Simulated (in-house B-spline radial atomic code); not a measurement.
Ni2+ is squeezed into an impenetrable sphere of radius R (the orbitals vanish at R). Level of theory: non-relativistic PBE, spin-polarised, spherical fractional occupations, point nucleus; calculated with a B-spline radial code for spherical atoms.

Energies in eV above the free ion in [Ar] 3d8:

```
R (bohr)  highest level (eV)  [Ar] 3d8  [Ne] 3s2 3p5 3d9  -dE/dV in [Ar] 3d8 (GPa)
    9.38               -27.4         0             61.65                  1.08e-06
    6.47               -27.4  0.000757             61.65                   0.00393
    5.47               -27.4  0.009208             61.66                    0.0654
    4.27               -27.1    0.1691             61.82                       1.9
    3.61               -26.4    0.8062             62.47                      12.6
    2.86               -23.6      4.81             66.69                       123
    2.62               -21.5     8.703             70.83                       274
    2.34               -17.4     17.93             80.64                       750
    1.87               -1.91      68.4             133.5                      5170
    1.34                58.6     408.6             479.6                     72300
```

**Question.** Does [Ne] 3s2 3p5 3d9 fall below [Ar] 3d8 under compression?

**Answer.** No, it stays above over the whole range.

The highest level is first positive in the row R = 1.34 bohr, pushed up by confinement above the zero of the free ion's potential. Each configuration is held fixed and needn't be the lowest in the sphere.
